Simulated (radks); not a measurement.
Re I, 75 electrons, occupied as [Xe] 4f14 5d5 6s2.

Method: scalar-relativistic Kohn-Sham, LDA (Slater exchange, Perdew-Wang correlation), spin-polarised, spherical densities, finite nucleus; open shells are filled with parallel spins first (spin-orbit coupling, left out, can overturn this in heavy ions); Fermi nuclear charge, rms radius 5.3698 fm; computed with a radial shooting solver on a logarithmic mesh with Libxc functionals.

Energy parts (eV):
part                       energy
total                  -453884.27
kinetic                 501250.24
electron-nucleus      -1123620.87
Hartree                 177218.09
exchange-correlation     -8731.72

Orbitals (lengths in bohr, moments of r in powers of bohr; <r^-3> diverges for s and p1/2):
| orbital | occ. | eigenvalue (eV) | <1/r> | <r^-3> | <r> |
|---|---|---|---|---|---|
| 1s up | 1 | -71576.30 | 88.65 | - | 0.01805 |
| 1s down | 1 | -71576.29 | 88.65 | - | 0.01805 |
| 2s up | 1 | -12411.85 | 20.74 | - | 0.07627 |
| 2s down | 1 | -12411.63 | 20.74 | - | 0.07627 |
| 2p up | 3 | -10839.21 | 18.75 | 20780 | 0.06836 |
| 2p down | 3 | -10839.03 | 18.75 | 20780 | 0.06836 |
| 3s up | 1 | -2872.809 | 7.683 | - | 0.1976 |
| 3s down | 1 | -2872.709 | 7.683 | - | 0.1976 |
| 3p up | 3 | -2408.879 | 7.082 | 4657 | 0.1980 |
| 3p down | 3 | -2408.772 | 7.082 | 4657 | 0.1980 |
| 3d up | 5 | -1881.045 | 6.689 | 595.1 | 0.1793 |
| 3d down | 5 | -1880.882 | 6.689 | 595.1 | 0.1793 |
| 4s up | 1 | -598.5523 | 3.274 | - | 0.4409 |
| 4s down | 1 | -598.3292 | 3.274 | - | 0.4409 |
| 4p up | 3 | -446.2460 | 2.972 | 1093 | 0.4689 |
| 4p down | 3 | -446.0207 | 2.972 | 1093 | 0.4688 |
| 4d up | 5 | -254.8823 | 2.648 | 119.9 | 0.5004 |
| 4d down | 5 | -254.6074 | 2.649 | 119.9 | 0.5001 |
| 4f up | 7 | -42.4084 | 2.160 | 20.92 | 0.5824 |
| 4f down | 7 | -41.9134 | 2.168 | 21.07 | 0.5785 |
| 5s up | 1 | -85.9679 | 1.292 | - | 1.038 |
| 5s down | 1 | -84.0551 | 1.302 | - | 1.032 |
| 5p up | 3 | -47.9566 | 1.087 | 162.7 | 1.212 |
| 5p down | 3 | -45.5447 | 1.097 | 166.8 | 1.203 |
| 5d up | 5 | -6.4999 | 0.6946 | 8.073 | 1.900 |
| 5d down | 0 | -3.8583 | 0.6691 | 7.629 | 2.027 |
| 6s up | 1 | -6.7377 | 0.4260 | - | 2.982 |
| 6s down | 1 | -5.1707 | 0.3927 | - | 3.221 |

The highest occupied level is 6s down at -5.171 eV. For comparison, the ionisation energy in NIST's Atomic Spectra Database is 7.834 eV (measured). In exact Kohn-Sham theory the highest level is minus the ionisation energy, but local and semilocal functionals leave it too shallow, through self-interaction and a potential that decays too fast; potentials with the right tail come closer. Spin moment in Bohr magnetons: 5.
